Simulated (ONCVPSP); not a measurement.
# fluorine (F), ONCV: configuration errors across variants

```
Element                 : fluorine (F)
Generator               : ONCVPSP 4.0.1
Type                    : optimised norm-conserving Vanderbilt (ONCV)
Functional              : PW91
Relativity              : scalar-relativistic
Frozen core             : [He]
Valence charge          : 7
Reference configuration : 2s2 2p5
Partial waves           : 2s: rc 0.60 bohr, ncon 3, nbas 7, qcut 14.1 1/bohr, 2 projectors, debl 1.5 Ha; 2p: rc 1.45 bohr, ncon 4, nbas 7, qcut 8.5 1/bohr, 3 projectors, debl 0.7 Ha
Local potential         : polynomial inside 0.45 bohr (lpopt 3, dvloc0 6 Ha)
Core correction         : Teter function, fcfact 4.25, rcfact 1.1
```

All-electron excitation energies from the reference (eV): (1) 2s2 2p4 19.493; (2) 2s2 2p3 58.004; (3) 2s2 2p2 118.791; (4) 2s2 2p1 204.764.

A true bound ghost makes a file unfit for plane-wave use even where its test errors are small: the radial tests pick states by their node count and pass the ghost by.

Errors AE − PS in meV (a dash: test not solved or not reliable):

| change | (1) | (2) | (3) | (4) | bound ghosts | GHOST(+) flags above zero |
| --- | --- | --- | --- | --- | --- | --- |
| base | +45 | +346 | +1282 | +3401 | none | none |
| all radii but the core radius scaled by about 0.80 (s 0.48, p 1.16 bohr); local potential polynomial inside 0.36 bohr (lpopt 3, dvloc0 6 Ha) | +19 | +161 | +639 | +1823 | s, p | p |
| all radii but the core radius scaled by about 0.90 (s 0.54, p 1.30 bohr); local potential polynomial inside 0.40 bohr (lpopt 3, dvloc0 6 Ha) | +30 | +238 | +912 | +2501 | s | p |
| all radii but the core radius scaled by about 0.97 (s 0.58, p 1.40 bohr); local potential polynomial inside 0.44 bohr (lpopt 3, dvloc0 6 Ha) | +40 | +307 | +1151 | +3102 | none | none |
| all radii but the core radius scaled by about 1.03 (s 0.62, p 1.50 bohr); local potential polynomial inside 0.46 bohr (lpopt 3, dvloc0 6 Ha) | +52 | +392 | +1429 | +3755 | none | none |
| all radii but the core radius scaled by about 1.24 (s 0.74, p 1.80 bohr); local potential polynomial inside 0.56 bohr (lpopt 3, dvloc0 6 Ha) | +101 | +705 | +2435 | +6123 | none | none |
| all radii but the core radius scaled by about 1.31 (s 0.78, p 1.90 bohr); local potential polynomial inside 0.58 bohr (lpopt 3, dvloc0 6 Ha) | +120 | +822 | +2803 | +6966 | none | none |

Question: Give the same row for: all radii but the core radius scaled by about 1.11 (s 0.66, p 1.62 bohr); local potential polynomial inside 0.50 bohr (lpopt 3, dvloc0 6 Ha).

Answer: +70, +509, +1815, +4680; bound ghosts: none; GHOST(+) flags above zero: none.
